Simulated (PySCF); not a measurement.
Isomers of C6H12Ge, one conformer each; single-point electronic energies without zero-point terms and without any empirical dispersion term.

Computed with PySCF at wB97X-D/def2-SVPD, non-relativistic, each on one gas-phase PBE0-D3(BJ)/def2-SVP geometry that isn't relaxed in the solvent. The solvent is an IEF-PCM continuum (van der Waals radii × 1.2). Specific hydrogen bonds and non-electrostatic terms are outside this model. Spin–orbit coupling is left out although an atom past zinc is present.

```tsv
isomer	relative energy, gas (kJ/mol)	dipole (D)
`C=C(C)[C@@H]1C[C@@H]1[GeH3]`	0.0	0.96
`CC(C)CC#[C][GeH3]`	10.5	1.13
```

Task: How do the relative energies look in cyclohexane (ε = 2.017)?

Result: 
| isomer | relative energy, solvent (kJ/mol) | E(solvent) − E(gas) (kJ/mol) | dipole in solvent (D) |
| --- | --- | --- | --- |
| `C=C(C)[C@@H]1C[C@@H]1[GeH3]` | 0.0 | -3.1 | 1.09 |
| `CC(C)CC#[C][GeH3]` | 9.9 | -3.7 | 1.29 |

The order is unchanged. Conformers: `[CH2:1]=[C:2]([CH3:3])[C@@H:4]1[CH2:5][C@@H:6]1[GeH3:7]` with C1–C2–C4–C5 -13°; `[CH3:1][CH:2]([CH3:3])[CH2:4][C:5]#[C:6][GeH3:7]` with C1–C2–C4–C5 63°. `CC(C)CC#[C][GeH3]` gains most from the continuum, and it has the largest gas-phase dipole. The gains span 0.6 kJ/mol, the gas-phase energies 10.5 kJ/mol.
